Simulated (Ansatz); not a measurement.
CH$_{5}$N$_{3}$Zn, SMILES `NC1[NH][Zn][NH]1`, one more setting.

```yaml
crystal:
  periodic: [false, false, false]
  atoms:
    - {symbol: N, position_ang: [-0.205460, 0.830075, 1.076861]}
    - {symbol: C, position_ang: [0.373134, 0.007097, 0.038126]}
    - {symbol: N, position_ang: [-0.189517, -1.367224, 0.008049]}
    - {symbol: Zn, position_ang: [-0.908957, -0.850766, -1.697170]}
    - {symbol: N, position_ang: [0.194756, 0.620770, -1.277696]}
    - {symbol: H, position_ang: [-1.195276, 0.949959, 0.880271]}
    - {symbol: H, position_ang: [-0.145140, 0.334353, 1.959682]}
    - {symbol: H, position_ang: [1.451698, -0.083286, 0.254966]}
    - {symbol: H, position_ang: [0.546771, -2.065475, -0.014422]}
    - {symbol: H, position_ang: [0.078012, 1.624498, -1.228677]}
basis:
  gaussian: {orbitals: "6-311G**", fitting: {mean_field: cc-pVTZ-jkfit}}
magnetization: {spin_polarized: true, initial_magnetization: 2}
hamiltonian: {xc: {name: wB97X}}
output: {forces: true}
```

```sh
$ ansatz run in.yaml --threads 4 --pin off --events-out ev --progress --plain --max-ram 10444MiB
```

Output, abridged:

```
Error: <dir> can't be read: No such file or directory (os error 2)
```
